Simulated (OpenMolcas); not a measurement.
Sn2+: from CASSCF to CASPT2

```json
{"Program": "OpenMolcas", "Basis": "ANO-RCC-VQZP [8s7p5d3f2g]", "Scalar Hamiltonian": "DKH3, point nucleus", "Active space": "2 electrons in 4 orbitals (5s 5p)", "State averaging": "2S+1 = 3 even, 3 roots; 2S+1 = 1 even, 7 roots; 2S+1 = 3 odd, 3 roots; 2S+1 = 1 odd, 3 roots", "Spin-orbit coupling": "RASSI with atomic mean-field integrals over the reference wave functions, term energies averaged over their components"}
```

Methods on the same reference wave functions:
A. CASSCF
B. SS-CASPT2, IPEA 0.25 Eh, imaginary shift 0.1 Eh (closed shells correlated: 4d)
C. MS-CASPT2, IPEA 0.25 Eh, imaginary shift 0.1 Eh (closed shells correlated: 4d)

Energies in cm⁻¹ above 5s² ¹S₀, the measured ground level; measured values from Moore, Atomic Energy Levels, vol. III, NSRDS-NBS 35 (1971 reprint of NBS Circular 467, 1958).

| Level | A | B | C | Measured |
| --- | --- | --- | --- | --- |
| 5s² ¹S₀ | 0.0 | 0.0 | 0.0 | 0.0 |
| 5s 5p ³P°₀ | 48775 | 53360 | 54020 | 53548 |
| 5s 5p ³P°₁ | 50203 | 54740 | 55390 | 55196 |
| 5s 5p ³P°₂ | 53372 | 57960 | 58610 | 59229 |
| 5s 5p ¹P°₁ | 85087 | 78320 | 78970 | 79911 |
| 5p² ³P₀ | 123639 | 127530 | 128190 | 127308 |
| 5p² ³P₁ | 125610 | 129740 | 130390 | 130120 |
| 5p² ³P₂ [51 %] | 128035 | 130620 | 131280 |  |
| 5p² ¹D₂ [51 %] | 137032 | 134780 | 135440 |  |
| 5p² ¹S₀ | 156900 | 150700 | 152010 |  |

Deviations, from unrounded energies. A percentage is the sum of absolute deviations over the sum of measured energies, with the sign that they share, or ± where signs differ.

```
           Against measurement  Levels     A     B     C
mean absolute deviation (cm-1)       6  4800   690   560
      other configurations (%)       6  ±5.7  ±0.8  ±0.7
```

C lies closest to measurement on these levels and A furthest from it. The largest miss of C in the table is 5s 5p ¹P°₁, by -940 cm-1. The ranking rests on the paired levels alone, and a cruder setting can come out closer through cancelling errors.

Between B and C the level of the table that moves most is 5p² ¹S₀, by 1300 cm-1 (lowest in B, highest in C). Moves below CASPT2's spread within the term are not significant.

The mean deviations of B to C differ by less than CASPT2's widest spread within a term (840 cm-1), so their order carries little weight.

The lowest spin-free term lies below A's lowest term by 0.435 hartree in B, 0.438 hartree in C.

Term energies are means over components that CASPT2 splits; among the terms shown or strongly mixed into the levels shown the widest spread is 840 cm-1 (5p² ¹D, C). Over all roots computed the reference weight is 0.87 to 0.94 in B, 0.87 to 0.94 in C; the roots of lowest weight are the least certain, and an intruder state may touch them. The ¹D term of p² mixes with s d, which this space lacks. Some levels mix across a computed gap that differs much from the measured one, so their mixing is not that of the real levels (holds for A). Computed and measured levels are paired by configuration, term and J; levels that our copy of the source lacks, or whose pairing is in doubt (as where it misses far off the trend of its configuration), stay unpaired and out of the deviations. Only configurations of the active space appear.

A share in square brackets marks a mixed level and gives the weight of the term that names it, the lowest over the columns. ° marks odd parity.
